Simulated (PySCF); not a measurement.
ZnI, SMILES [Zn+][I], charge +1. Atoms are numbered in the order given.

```xyz
2

Zn     0.0000     0.0000    -1.5361
I      0.0000     0.0000     0.8695
```
Charge +1, spin multiplicity 1.

Geometry optimised at B3LYP-D3(BJ)/def2-TZVP. The multiplicity is an assumed one; other spin states were not compared. The def2 effective core potentials stand for the cores of I; spin–orbit coupling is left out.

Computed with PySCF with B3LYP-D3(BJ)/def2-TZVP.

Frequencies are harmonic and unscaled.

Task: Give all harmonic wavenumbers and intensities. (Estimate from the structure and the level; the computed values follow.)

Result: 
| mode | ν (cm⁻¹) | IR (km/mol) | Raman (Å⁴/amu) | depolarisation | moving atoms (share of kinetic energy) |
|---|---|---|---|---|---|
| 1 | 258 | 5.1 | 15.6 | 0.21 | Zn 66 %, I 34 % |
